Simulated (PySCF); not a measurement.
CHS2, SMILES [SH+]=C=S, charge +1. Coordinates come from a B3LYP-D3(BJ)/def2-TZVP optimisation. The isomer is the one that the SMILES or the coordinates give; other isomers of the formula were not compared.

TDDFT-B3LYP/def2-SVPD (PySCF) puts the lowest singlet excitations at 3.39, 4.89, 5.83, 6.20, 6.98, 6.98 eV.

Q: What are the lowest excitation roots from ADC(2)/aug-cc-pVDZ run with PySCF 2.14.0? (Estimate from the structure and the level; the computed values follow.)

A: 3.80, 5.07, 6.41, 7.00, 7.15, 7.39 eV. S1 differs by 0.40 eV (second minus first; roots are paired by order, and the bases may differ).
